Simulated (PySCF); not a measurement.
Input file for PySCF: R-B3LYP/6-31G* on CH2O2 (SMILES O=CO) with ghost functions, monomers drawn apart or pushed together.

```python
from pyscf import gto, scf, dft, mp
from pyscf.data.elements import chemcore

mol = gto.M(
    atom='''
    O     0.81916838    0.85091856    3.39333154
    C     0.00876922    0.21679042    4.03062556
    O    -0.64696517   -0.85091434    3.60512417
    H    -0.27524519    0.47028159    5.05975981
    H    -0.35859916   -1.04220279    2.66890530
    ghost-C   -0.18959984   -0.35027155    0.18298513
    ghost-O    0.48929812   -0.80551941    1.35222821
    ghost-H   -0.90401098    0.44544238    0.41406080
    ghost-H   -0.72878482   -1.20179257   -0.22782492
    ghost-H    0.51964067    0.01102285   -0.56553982
    ghost-H    0.93739835   -0.05470029    1.77985290
    ''',
    basis='6-31g*',
    cart=True,
    charge=0, spin=0, verbose=3, max_memory=1800)
mf = dft.RKS(mol, xc='b3lyp')
mf.conv_tol = 1e-8
mf.max_cycle = 100
mf.kernel()
if not mf.converged:
    mf = mf.newton().run(mf.mo_coeff, mf.mo_occ)
```

The log:

```
converged SCF energy = -189.757578301842
```

The calculation finished and met its thresholds.

Cost: about 5 core-seconds (a rough figure).
